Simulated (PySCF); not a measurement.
# Radial density of Co⁺ (cobalt, charge +1)

MN15, [Ar] 3d8, high-spin 3F determinant. All numbers are calculated (PySCF 2.14, scalar relativity by spin-free X2C-1e, in jorge-DZP-DKH (8s6p2d1f, 43 functions)).

```csv
r (bohr),4πr²ρ (e/bohr),4πr²(ρα − ρβ)
0.00114,0.3124,0.0000
0.00191,0.7716,0.0000
0.00322,1.877,-0.0001
0.00541,4.404,-0.0002
0.00911,9.618,-0.0004
0.0153,18.52,-0.0008
0.0258,28.87,-0.0014
0.0433,32.29,-0.0027
0.0729,26.49,-0.0051
0.123,30.46,0.0137
0.206,34.90,0.2081
0.347,16.96,0.8733
0.583,17.87,1.7043
0.981,12.50,1.4755
1.65,3.103,0.5256
2.78,0.3351,0.0651
4.67,0.0002183,0.0000
```

Densities and radii are taken from the X2C orbitals without a picture-change correction, which distorts them close to the nucleus.

(1) Where is the radial spin density 4πr²(ρα − ρβ) most negative, and why is it negative at all?

Answers

(1) Around r = 0.0729 bohr, down to -0.0051 e/bohr: exchange with the open shell polarises the paired shells in an unrestricted calculation.
